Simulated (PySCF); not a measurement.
**Finite-field polarisability of Cr (chromium, neutral)**

[Ar] 3d5 4s1, high-spin 7S determinant. All numbers are calculated (PySCF 2.14, scalar relativity by spin-free X2C-1e, in aug-cc-pVDZ-DK (7s6p4d2f, 59 functions)). Frozen: [Ar]. Energy changes in a uniform field (μhartree):

```json
{"axis": "x", "F (au)": "0.0014", "HF": "-103.822", "MP2": "-85.879", "CCSD": "-90.246", "CCSD(T)": "-90.242"}
{"axis": "x", "F (au)": "0.0028", "HF": "-415.628", "MP2": "-343.712", "CCSD": "-361.187", "CCSD(T)": "-361.161"}
```

Task: Derive α along x at CCSD(T) from the two fields.

Result: With ΔE = −αF²/2 − γF⁴/24, α = −(16 ΔE(F) − ΔE(2F))/(6F²) = 92.07 bohr³.

Task: And the mean polarisability at each level?

Result: HF 105.9, MP2 87.62, CCSD 92.07, CCSD(T) 92.07 bohr³. Reference: 83 ± 12 bohr³ (recommended; Schwerdtfeger and Nagle, table of static dipole polarizabilities (2023 update)).

A double-zeta set is small for polarisabilities.
